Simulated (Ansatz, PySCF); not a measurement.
C3H7NSi, SMILES CC1=NC[SiH2]1. Atoms are numbered in the order given.

```xyz
12

C     -0.2326     2.1863     0.0000
C      0.0363     0.7258     0.0000
N      1.2217     0.2187     0.0000
C      1.0147    -1.2480     0.0000
Si    -0.8670    -0.9383     0.0000
H      0.7154     2.7441     0.0000
H     -0.8235     2.4733    -0.8846
H     -0.8235     2.4733     0.8846
H      1.4682    -1.7172     0.8881
H      1.4682    -1.7172    -0.8881
H     -1.6641    -1.3174     1.2100
H     -1.6641    -1.3174    -1.2100
```
Charge 0, spin multiplicity 1.

Geometry optimised at PBE0-D3(BJ)/def2-SVP. The structure was generated by enumeration, and PubChem lists no compound with its InChIKey, so it may never have been made.

Vertical ionisation energy (IE) and electron affinity (EA) in eV. Rows of orbital energies are one-electron estimates. Where ΔSCF, EOM or ADC give a negative EA the extra electron is unbound and the value depends on the basis.

```tsv
level	IE	EA
−ε(HOMO), −ε(LUMO), ωB97X/def2-TZVP (PySCF)	9.11	-1.78
−ε(HOMO), −ε(LUMO), PBE/def2-TZVP (PySCF)	(withheld)	(withheld)
ΔSCF, PBE0/def2-TZVPD (Ansatz), final states of multiplicity 2 and 2	8.68	-1.01
ΔSCF, PBE/def2-TZVPD (Ansatz), final states of multiplicity 2 and 2	8.54	-0.86
```

Task: Complete the blanks. (The exact figures need the calculation; the answer reports its results.)

Result: 
- −ε(HOMO), −ε(LUMO), PBE/def2-TZVP (PySCF), IE: 5.40
- −ε(HOMO), −ε(LUMO), PBE/def2-TZVP (PySCF), EA: 1.59

Task: What vertical singlet–triplet gap does ΔSCF give with PBE0/def2-TZVPD (Ansatz, a first-principles code) and with PBE/def2-TZVPD (Ansatz)? (Estimate from the structure and the level; the computed values follow.)

Result: 3.50 and 3.48 eV (triplet above singlet where positive).
